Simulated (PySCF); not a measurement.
Two species compared at the same levels of theory.

First species: Si(OMe)2Cl2, C2H6Cl2O2Si.
Bonds: Si1–O2, Si1–O7, Si1–Cl12, Si1–Cl13, O2–C3, O7–C8. Hydrogens: H4, H5, H6 on C3; H9, H10, H11 on C8.

Second species: C5H12AlNO.
Z-matrix (Å and degrees, PBE0-D3(BJ)/def2-SVP geometry), rows numbered from 1:
```
C 
N   1  1.2614
C   2  1.4176  1  119.63
C   3  1.5320  2  113.31  1  -103.26
C   4  1.5386  3  104.41  2  -141.20
C   5  1.5287  4  104.12  3     2.02
O   6  1.4327  5  104.78  4    21.93
Al  7  2.0316  3  120.13  2    21.61
H   1  1.1075  2  123.54  3    -1.83
H   1  1.0979  2  119.11  3   178.46
H   3  1.1099  2  113.28  1    25.03
H   4  1.0985  3  110.79  2    95.92
H   4  1.0987  3  108.00  2   -22.78
H   5  1.0983  4  110.45  3   120.70
H   5  1.0988  4  112.78  3  -118.64
H   6  1.1024  5  112.20  4   -94.94
H   6  1.0967  5  115.36  4   139.24
H   8  1.5989  7  105.92  3   -69.93
H   8  1.6140  7   92.79  3   171.92
H   8  1.6080  7  101.78  3    56.67
```

Levels: PBE0/def2-SVPD for HOMO energy, LUMO energy, HOMO–LUMO gap and static isotropic polarisability; TDDFT PBE0/def2-SVPD for lowest singlet excitation; TDA PBE0/def2-SVPD for lowest triplet excitation (Tamm–Dancoff). Geometries: PBE0-D3(BJ)/def2-SVP. Each species is one conformer at its optimised geometry, gas phase, non-relativistic unless stated; the electronic structure was computed with PySCF and density fitting.

```
                                property  column X  column Y
                             HOMO energy  -6.85 eV  -8.83 eV
                             LUMO energy  -1.32 eV   0.00 eV
                           HOMO–LUMO gap   5.53 eV   8.83 eV
               lowest singlet excitation   4.51 eV   7.59 eV
lowest triplet excitation (Tamm–Dancoff)   3.96 eV   7.32 eV
         static isotropic polarisability  103.1 au   81.7 au
```

Which column belongs to which species?

Column X is the second species and column Y the first. The first has 13 atoms and 82 electrons, the second 20 and 70.

How does each property change from the first species to the second?

HOMO energy +1.98 eV; LUMO energy -1.32 eV; HOMO–LUMO gap -3.30 eV; lowest singlet excitation -3.08 eV; lowest triplet excitation (Tamm–Dancoff) -3.36 eV; static isotropic polarisability +21.4 au.

On the first: The vertical singlet–triplet gap S1 − T1 is 0.27 eV (TDDFT singlet less Tamm–Dancoff triplet; S1: HOMO→LUMO, weight 0.94; T1: HOMO−1→LUMO, weight 0.79). S1 lies 1.24 eV below the HOMO–LUMO gap; its leading configuration is HOMO→LUMO, weight 0.94.

On the second: S1 lies 1.02 eV below the HOMO–LUMO gap; its leading configuration is HOMO→LUMO, weight 0.80. The 10 singlets span 4.51 to 7.01 eV, and their oscillator strengths add up to 0.13.
